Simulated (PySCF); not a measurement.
All values below come from PBE-D3(BJ)/def2-TZVP // r2SCAN-D4/def2-TZVP run with PySCF. Isolated molecules, 0 K electronic values unless said otherwise. One relaxed conformer stands for a flexible species; it need not be the lowest. Delta-SCF ions had no search for a lower state. Excitations are Tamm–Dancoff values on a coarser integration grid. The basis has no diffuse functions, so Rydberg states are missing or too high.

Reference species (SMILES): `[SiH2]=[SiH]O[SiH3]` (Si–Si–O–Si torsion 24°) (neutral, multiplicity 1).

| Property | Value |
|---|---|
| T1 excitation (TDA) | 1.66 eV |
| vertical ionisation energy (Delta-SCF) | 7.86 eV |
| brightest of the four lowest singlets (TDA) | 4.29 eV |

Changed species: `O1[SiH2][SiH2][SiH2]1`.

Predict the effect on the T1 excitation (TDA), vertical ionisation energy (Delta-SCF) and brightest of the four lowest singlets (TDA).

the T1 excitation (TDA) goes up by 2.64 eV, to 4.30 eV; the vertical ionisation energy (Delta-SCF) goes up by 1.25 eV, to 9.11 eV; the brightest of the four lowest singlets (TDA) increases by 0.78 eV, to 5.07 eV.
